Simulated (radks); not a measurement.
Results of a calculation; reference values are marked as such.
The table gives one normalised radial function P(r) = r R(r) of Sm2+ in [Kr] 4d10 4f6 5s1.5 5p6 5f0.5 (r in bohr). Level of theory: scalar-relativistic Kohn-Sham, PBE, spin-polarised, spherical densities, point nucleus; open shells are filled with parallel spins first (spin-orbit coupling, left out, can overturn this in heavy ions) (a radial shooting solver on a logarithmic mesh with Libxc functionals).

r,P
0.002125,0.0031
0.003434,0.0069
0.005549,0.0156
0.008968,0.0341
0.01461,0.0711
0.02361,0.1309
0.03816,0.1962
0.06216,0.1866
0.1005,-0.0127
0.1623,-0.2833
0.2623,-0.1134
0.4274,0.4193
0.6907,0.1155
1.116,-0.7447
1.818,-0.7887
2.939,-0.2638
4.749,-0.0241
7.675,-0.0003
12.5,0.0000
20.2,0.0000

Which n and l does it have? It may be an empty orbital.

Answer. n = 5, l = 1: the number of nodes gives n - l - 1 = 3, the rise at small r (about r^(l+1), flatter next to the nucleus through relativity) gives l, and the extent must fit the shell. The curve is that of 5p down; the table hardly tells the two spins apart. 5p down: eigenvalue -38.907 eV, 3 radial nodes at r = 0.0984, 0.290, 0.736 bohr, <r> = 1.65 bohr, 90 % of the charge inside 2.40 bohr.
